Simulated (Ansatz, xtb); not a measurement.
**Relaxing a trial structure of NO2Si**

The starting geometry of this gas-phase doublet has its atoms placed at random.

```xyz
4

N     0.7007    1.0616   -0.1599
O    -0.0225   -0.4892    0.3341
O    -0.9507    1.2743    0.4285
Si   -0.5477   -0.1186   -1.4030
```

Question: Guess where an optimisation with r2SCAN-D4/def2-SVP ends from this start.

Answer: It ends as a structure given below by its coordinates. Contacts that close: N1–O2 (1.78 → 1.35 Å), N1–O3 (1.77 → 1.35 Å), O3–Si4 (2.34 → 1.78 Å).

The energy falls by 4.66 eV over 14 steps:

| step | E − E(last) (eV) |
| --- | --- |
| 1 | 4.660 |
| 2 | 2.949 |
| 4 | 2.244 |
| 5 | 1.290 |
| 7 | 0.812 |
| 8 | 0.527 |
| 10 | 0.054 |
| 11 | 0.052 |
| 13 | 0.000 |
| 14 | 0.000 |

Final geometry (Å):

```xyz
4

N     0.3644    0.8379    0.5143
O     0.4144   -0.4009   -0.0163
O    -0.6582    1.3835   -0.1753
Si   -0.9408   -0.0924   -1.1230
```

From the same start GFN2-xTB reaches the same bonding as this run.

From so rough a start the end depends on the optimiser's path, so another program may land elsewhere. No frequencies were run, so the end isn't proven a minimum. Open shells are spin-unrestricted. Run with Ansatz 0.2.0, 2.1 min on 1 thread of AMD EPYC (Zen 3), with other jobs on the host.
